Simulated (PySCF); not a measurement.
C7H12N (doublet state).
Structure used (GFN2-xTB), in Å, numbered top down from 1:
```xyz
20
C7H12N angstrom
C     -3.5329    0.2380    0.6697
C     -2.4616   -0.2786   -0.0072
C     -1.1850   -0.3746    0.5037
C     -0.0287   -0.9129   -0.2595
C      0.9194    0.2175   -0.5945
C      0.8556    0.8782   -1.7383
C      1.9295    0.5393    0.4733
N      2.7019   -0.6567    0.7952
H     -4.5115    0.2808    0.2284
H     -3.4267    0.6151    1.6718
H     -2.6252   -0.6481   -1.0129
H     -0.9886   -0.0029    1.4988
H     -0.3740   -1.3920   -1.1764
H      0.5251   -1.6341    0.3478
H      0.1234    0.6395   -2.4909
H      1.5251    1.6912   -1.9666
H      1.4049    0.8404    1.3864
H      2.5526    1.3876    0.1454
H      3.2308   -0.9559   -0.0179
H      3.3607   -0.4611    1.5408
```

The hyperfine couplings belong to this conformer and change with its torsions.

The species is `C=C[CH]CC(=C)CN` [radical].

The calculation used UKS B3LYP, pcH-1 on C H N, non-relativistic, mean-field spin-orbit, GIAO in PySCF 2.14.0. Isolated species at its GFN2-xTB geometry (one conformer only). A GFN2-xTB geometry isn't a minimum of the functional, and hyperfine couplings can be far from their values at a DFT geometry. The SCF solution wasn't tested for stability. ⟨S²⟩ is 0.775 where a pure state has 0.75.

The largest Mulliken spin populations are on C1 (+0.67), C3 (+0.66) and C2 (-0.26). The angles at C1 add up to 360.0°, so it is planar; its axial dipolar tensor and the negative couplings of its protons fit spin in a p orbital normal to that plane.

Problem. Test a(H) = Q·ρ(C) for the protons on planar carbons with a spin population beyond ±0.08.

Solution. 
| H | C | ρ(C) | a(H) (G) | a/ρ (G) |
| --- | --- | --- | --- | --- |
| H9 | C1 | +0.665 | -14.69 | -22.1 |
| H10 | C1 | +0.665 | -13.93 | -20.9 |
| H11 | C2 | -0.258 | +4.14 | -16.1 |
| H12 | C3 | +0.657 | -14.16 | -21.6 |

A least-squares line through the origin gives Q = -21.3 G with Mulliken populations. Where ρ is negative the coupling is positive.

Problem. Leave H12 and its like out of the fit. How well does the relation then predict its coupling?

Solution. The other protons give Q = -21.1 G, so a = -21.1 × 0.657 ≈ -13.88 G, against the computed -14.16 G.

Problem. List the C–H protons on four-coordinate carbons next to a three-coordinate spin centre, with their couplings and θ (C–H bond against the normal to the plane of the centre's neighbours, projected along the bond that joins the two).

Solution. 
| β H | on | centre | θ (°) | cos²θ | a (G) |
| --- | --- | --- | --- | --- | --- |
| H13 | C4 | C3 | 80 | 0.03 | +1.15 |
| H14 | C4 | C3 | 41 | 0.56 | +20.16 |

Couplings in gauss use g_iso = 2.0026.
